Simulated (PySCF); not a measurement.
# Ionisation energy of Te²⁺ by level of theory

Te²⁺ [Kr] 4d10 5s2 5p2 (3P) → Te³⁺ [Kr] 4d10 5s2 5p1 (2P), as a difference of total energies. Calculation: PySCF 2.14, in aug-cc-pVTZ-PP with one added diffuse shell each of d, f type with ECP28MDF (6s5p5d3f, 67 functions); scalar relativity through the core potential. Correlated levels: valence: 4s2 4p6 4d10 frozen. The calculations carry no spin-orbit coupling.

```
           method  ionisation energy (eV)
              UHF                  26.971
              LDA                  27.714
              PBE                  27.495
             PBE0                  27.564
           r2SCAN                  27.708
          r2SCAN0                  27.732
              M06                  27.233
             BLYP                  27.350
        BHandHLYP                  27.469
    MP2 (valence)                  27.304
SCS-MP2 (valence)                  27.242
```

Question: How much does correlation contribute at MP2 (valence)?

Answer: 27.304 − (26.971) = 0.333 eV, measured against UHF.

The reference lies between the lowest fine-structure levels, while these numbers refer to the centres of the terms.

Errors of the correlated levels include the incompleteness of this basis and the frozen core.

For comparison: 27.84 ± 0.04 eV (measured; NIST Atomic Spectra Database, ionization energies).
